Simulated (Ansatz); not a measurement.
Cartesian coordinates in Å:
```
N -0.017 2.116 0.253
C 0.028 0.973 0.113
B 0.126 -0.540 -0.075
Cl -1.317 -1.484 -0.068
H 1.179 -1.065 -0.224
```

Charge 0, multiplicity 1.

Question: List the r2SCAN/def2-TZVPP orbital energies in eV (the Gaussian-basis code of Ansatz). (An estimate is asked.)

Answer: Ansatz gave: Occupied: -2754.57, -386.20, -274.25, -255.96, -194.49, -194.41, -194.32, -183.16, -24.38, -22.93, -15.99, -12.46, -11.47, -10.22, -9.71, -9.34, -9.12, -8.57. Lowest empty: -3.89, -0.98, 1.05, 1.28, 1.90, 2.80, 3.01, 3.58.
